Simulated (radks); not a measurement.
Results of a calculation; reference values are marked as such.
These are the eigenvalues of the occupied orbitals of an atom or ion with whole-number occupations (eV). Code: a radial shooting solver on a logarithmic mesh with Libxc functionals. Model: scalar-relativistic Kohn-Sham, PBEsol, spin-unpolarised, spherical densities, point nucleus.

| orbital | eigenvalue |
|---|---|
| 1s | -4003.960 |
| 2s | -471.3899 |
| 2p | -392.3820 |
| 3s | -97.3750 |
| 3p | -77.3148 |

Which element is it, and in what charge state? The configuration may be excited.

Answer. Z = 20, calcium, charge +4: Ca4+ in [Ne] 3s2 3p4. The list shows which subshells hold electrons but not how many an open one holds; the 1s level, -147.14 hartree, gives Z - s = 17.2 by -(Z - s)^2/2, which with screening and relativity narrows Z to a few neighbours, and the depths of the outer levels then fix element, charge and occupations together.
